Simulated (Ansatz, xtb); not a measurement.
**Relative energy of two structures of C4H5FSi**

We compare X, `F[C@@H]1C=C[SiH]=C1`, a singlet, with Y, a singlet given by its coordinates. Both are isolated molecules in the gas phase, relaxed with r2SCAN-D4/def2-SVP.

X (Å):

```xyz
11

C    -1.8308    1.3692    0.4726
C    -0.9702    0.1657    0.7994
C     0.1822    0.0150    0.1119
C    -1.1464    2.3134   -0.4749
F    -2.2682    1.9737    1.6477
Si    0.3196    1.5378   -0.9388
H    -2.7430    0.9705   -0.0296
H    -1.3395   -0.5291    1.5632
H     0.8506   -0.8384    0.2518
H     1.3614    1.8499   -1.9458
H    -1.6456    3.2424   -0.7513
```

Y (Å):

```yaml
atoms:
  - { symbol: C, position_ang: [-2.0099, 0.4042, -0.2813] }
  - { symbol: C, position_ang: [0.3236, 1.2435, 0.5747] }
  - { symbol: C, position_ang: [-0.6544, 2.2711, 0.1728] }
  - { symbol: C, position_ang: [-1.8568, 1.8193, -0.3216] }
  - { symbol: F, position_ang: [-3.1100, -0.1260, -0.8168] }
  - { symbol: Si, position_ang: [-0.7228, -0.3783, 0.7442] }
  - { symbol: H, position_ang: [-0.1604, -1.5946, 0.0697] }
  - { symbol: H, position_ang: [0.9353, 0.9331, -0.2985] }
  - { symbol: H, position_ang: [1.0160, 1.5590, 1.3680] }
  - { symbol: H, position_ang: [-0.4747, 3.3341, 0.3671] }
  - { symbol: H, position_ang: [-2.6485, 2.4773, -0.6968] }
```

Close contacts (Å): C1–C4 1.42, C1–F5 1.33, C1–Si6 1.82, C2–C3 1.47, C2–Si6 1.94, C3–C4 1.38, C2–H8 1.11, C2–H9 1.10, C3–H10 1.10, C4–H11 1.10, Si6–H7 1.50.

Quicker runs give these differences E(Y) − E(X): GFN2-xTB −6.24 kcal/mol; HF/STO-3G −9.46 kcal/mol (at GFN2-xTB geometries); r2SCAN-D4/def2-SVP//GFN2-xTB −3.45 kcal/mol.

Question: Estimate E(Y) − E(X) at the level CCSD(T)/def2-SVP + ΔMP2/def2-TZVPP.

Answer: Too close to call at this level: CCSD(T)/def2-SVP + ΔMP2/def2-TZVPP gives E(Y) − E(X) = −0.03 kcal/mol.

Level by level:

```
                             level            geometry  E(Y) − E(X) (kcal/mol)  departure from the last row (kcal/mol)  job, with rough time for the two
                          GFN2-xTB            GFN2-xTB                     −6.24                                   −6.21              optimisation, 0.78 s
                         HF/STO-3G            GFN2-xTB                     −9.46                                   −9.43                 single point, 2 s
      r2SCAN-D4/def2-SVP//GFN2-xTB            GFN2-xTB                     −3.45                                   −3.41                single point, 11 s
                r2SCAN-D4/def2-SVP  r2SCAN-D4/def2-SVP                     −5.90                                   −5.87             optimisation, 3.8 min
                       HF/def2-SVP  r2SCAN-D4/def2-SVP                     +5.97                                   +6.00           part of the CCSD(T) run
                      MP2/def2-SVP  r2SCAN-D4/def2-SVP                     −0.91                                   −0.87           part of the CCSD(T) run
                  CCSD(T)/def2-SVP  r2SCAN-D4/def2-SVP                     −1.48                                   −1.45                      single point
CCSD(T)/def2-SVP + ΔMP2/def2-TZVPP  r2SCAN-D4/def2-SVP                     −0.03                                                       single point, 2 min
```

The largest departure from CCSD(T)/def2-SVP + ΔMP2/def2-TZVPP is that of HF/STO-3G, 9.43 kcal/mol. The last row adds to CCSD(T) the change of the MP2 difference between the two basis sets, here +1.45 kcal/mol.

With harmonic frequencies from r2SCAN-D4/def2-SVP (ideal gas, rigid rotor, one conformer each, 298.15 K, 1 atm): on the last row, ΔE + ΔZPE = −0.38, ΔH = −0.31, ΔG = −0.39 kcal/mol.

The correlated steps freeze 10 core orbitals. Programs: Ansatz 0.2.0, xtb 6.7.1; the last row on 2 threads of AMD EPYC (Zen 3) on a shared host.
